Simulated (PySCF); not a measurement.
**Fractional electron number in Te²⁺ (tellurium, charge +2)**

The 5p alpha orbital of [Kr] 4d10 5s2 5p2 is emptied in steps (occupation f), with all orbitals relaxed, ending at [Kr] 4d10 5s2 5p1. Calculation: PySCF 2.14, in def2-TZVP with the def2 core potential (28 electrons); scalar relativity through the core potential. The exact energy is a straight line in f; departures are measured from the line between the end points of the same method.

```csv
f,UHF (eV),LDA (eV),PBE (eV),PBE0 (eV),r2SCAN (eV),LC-wPBE (eV),BHandHLYP (eV),wB97X (eV),r2SCAN0 (eV),CAM-B3LYP (eV)
1,0.000,0.000,0.000,0.000,0.000,0.000,0.000,0.000,0.000,0.000
0.9,0.034,-0.419,-0.406,-0.296,-0.383,-0.050,-0.198,-0.081,-0.282,-0.186
0.7,0.078,-0.979,-0.947,-0.689,-0.886,-0.115,-0.461,-0.191,-0.651,-0.433
0.5,0.092,-1.165,-1.125,-0.818,-1.042,-0.133,-0.548,-0.231,-0.764,-0.515
0.3,0.077,-0.978,-0.943,-0.683,-0.862,-0.107,-0.460,-0.196,-0.631,-0.432
0.1,0.033,-0.419,-0.403,-0.291,-0.364,-0.044,-0.197,-0.085,-0.265,-0.185
0,0.000,0.000,0.000,0.000,0.000,0.000,0.000,0.000,0.000,0.000
```

Question: For UHF, how does the orbital energy at f = 1 compare with the removal energy?

Answer: −ε = 27.346 eV against a total-energy difference of 26.968 eV. By Janak's theorem ε = ∂E/∂f, so the gap between them reflects the curvature. Along the path −ε is 27.267 (f = 0.9), 27.113 (f = 0.7), 26.964 (f = 0.5), 26.819 (f = 0.3), 26.677 (f = 0.1) eV.

| method | E(f=0) − E(f=1) (eV) | −ε at f=1 (eV) | −ε at f=0.5 (eV) |
| --- | --- | --- | --- |
| UHF | 26.968 | 27.346 | 26.964 |
| LDA | 27.712 | 23.061 | 27.712 |
| PBE | 27.490 | 22.976 | 27.503 |
| PBE0 | 27.559 | 24.262 | 27.577 |
| r2SCAN | 27.698 | 23.425 | 27.771 |
| LC-wPBE | 27.651 | 27.084 | 27.673 |
| BHandHLYP | 27.467 | 25.272 | 27.469 |
| wB97X | 27.313 | 26.414 | 27.298 |
| r2SCAN0 | 27.724 | 24.577 | 27.785 |
| CAM-B3LYP | 27.599 | 25.534 | 27.603 |

Reference removal energy between the ground levels: 27.84 ± 0.04 eV (measured; NIST Atomic Spectra Database, ionization energies). The calculation has no spin-orbit coupling. UHF lacks correlation.
